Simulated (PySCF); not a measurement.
Isomers of C4H7IO. Level of theory: PBE0-D3(BJ)/def2-SVP geometry optimisation, gas phase, def2 core potentials past Kr (PySCF). One conformer each; no zero-point energy, no entropy. No frequencies were run at this level. Point groups hold within 0.08 Å.

Question: Order them by energy at this level, lowest first, and give relative energies in kcal/mol.
A. `[CH3:1][O:2]/[CH:3]=[CH:4]/[CH2:5][I:6]` with C1–O2–C3–C4 1°, C3–C4–C5–I6 107°
B. `[CH3:1][C@H:2]([I:3])[CH2:4][CH:5]=[O:6]` with C1–C2–C4–C5 -69°, C2–C4–C5–O6 -2°
C. `[CH3:1][C:2](=[O:3])[CH2:4][CH2:5][I:6]` with C1–C2–C4–C5 -179°, C2–C4–C5–I6 180°
D. `[CH3:1][CH2:2][CH2:3][C:4](=[O:5])[I:6]` with C1–C2–C3–C4 69°, C2–C3–C4–O5 1°
E. `[CH3:1][O:2][CH2:3]/[CH:4]=[CH:5]/[I:6]` with C1–O2–C3–C4 180°, O2–C3–C4–C5 0°

Answer: D (0.0), C (4.9), B (10.3), A (28.1), E (37.9).

As drawn, the lowest has a C=O bond, which the highest lacks; the highest has a C=C bond outside aromatic rings, which the lowest lacks.

| SMILES | E (Eh) | E rel (kcal/mol) | dipole (D) | point group | A, B, C (MHz) |
| --- | --- | --- | --- | --- | --- |
| CCCC(=O)I | -529.15596 | 0.0 | 3.00 | C1 | 6245, 745.2, 704.2 |
| CC(=O)CCI | -529.14819 | 4.9 | 2.61 | – | 8306, 595.6, 561.6 |
| C[C@H](I)CC=O | -529.13948 | 10.3 | 1.67 | C1 | 5729, 794.1, 730.9 |
| CO/C=C/CI | -529.11124 | 28.1 | 2.76 | C1 | 7076, 585.0, 569.3 |
| COC/C=C/I | -529.09557 | 37.9 | 2.86 | Cs | 11773, 532.5, 512.8 |
